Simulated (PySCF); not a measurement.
**Working out the ionisation energy of Cr⁺**

Cr⁺ [Ar] 3d5 (6S) → Cr²⁺ [Ar] 3d4 (5D). Computed with PySCF 2.14 in ANO-RCC-VTZP (6s5p3d2f1g, 59 functions), with the spin-free X2C one-electron Hamiltonian (Gaussian nucleus). Frozen: [Ar]. Energies in hartree (1 hartree = 27.21139 eV):

| part | Cr⁺ (lower) | Cr²⁺ (upper) |
| --- | --- | --- |
| UHF | -1049.432873 | -1048.880611 |
| CCSD correlation | -0.084395 | -0.047262 |
| (T) | -0.001688 | -0.000355 |

Q: What does Hartree-Fock give?

A: (-1048.880611) − (-1049.432873) = 0.552262 hartree = 15.028 eV.

Q: What do CCSD and CCSD(T) give?

A: The CCSD correlation energies differ by 0.037133 hartree = 1.010 eV and the triples by 0.001333 hartree = 0.036 eV, so CCSD gives 16.038 eV and CCSD(T) 16.074 eV.

A first-order spin-orbit estimate adds -0.053 eV to CCSD(T) (valence), giving 16.021 eV against 16.486 eV (measured; NIST Atomic Spectra Database, ionization energies).

What remains against the reference includes basis incompleteness, the frozen core and higher excitations.
